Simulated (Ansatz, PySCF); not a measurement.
CH6SSeSi, singlet, at a GFN2-xTB geometry, atoms displaced at random by about 0.08 Å a coordinate. Base run: PBE/STO-3G, gradient (PySCF).

The PySCF input:
```python
from pyscf import gto, scf, dft

mol = gto.Mole()
mol.atom = '''
    Se   -0.048216   -0.208500    1.022199
    S     1.376876    0.560115   -0.656762
    C     1.986383   -0.815354   -1.527481
    H     2.286785   -1.664798   -0.882429
    H     2.489371   -0.554476   -2.117129
    H     0.935128   -1.188261   -2.180644
    Si   -2.039267    0.216009   -0.385945
    H    -1.991969   -0.344412   -1.564542
    H    -2.172690    1.574882   -0.412584
    H    -3.050076   -0.386300    0.603079
'''
mol.basis = 'sto-3g'
mol.charge = 0
mol.spin = 0
mol.verbose = 4
mol.build()

mf = dft.RKS(mol)
mf.xc = 'pbe'
mf.kernel()
g = mf.nuc_grad_method()
grad = g.kernel()
```

Programs used: Ansatz (a first-principles code), PySCF; a row that names a program was run with it.

The coordinate followed is y of atom 1.

Each row names what was changed in the base input (with any setting that the change needs).

| change | dE/dx (Eh/bohr) | net force (Eh/bohr) |
|---|---|---|
| base | -0.009160 | 0.000096 |
| conv_tol = 1e-11 | -0.009160 | 0.000096 |
| grids.level = 5; grid_response = on | -0.009175 | 0.000000 |
| grids.level = 0; grid_response = off | -0.011646 | 0.005054 |
| density fitting = on | -0.009158 | 0.000096 |
| finite difference step (bohr) = 0.05; conv_tol = 1e-11 | -0.009128 | - |
| grids.level = 1; grid_response = off | -0.009624 | 0.000965 |
| conv_tol = 1e-6 | -0.009160 | 0.000096 |
| grid_response = on | -0.009122 | 0.000000 |
| code = ansatz | -0.009167 | 0.000000 |
| finite difference step (bohr) = 0.01; conv_tol = 1e-11 | -0.009122 | - |
| grids.level = 0; grid_response = on | -0.009523 | 0.000000 |

The net force is zero for an exact gradient.
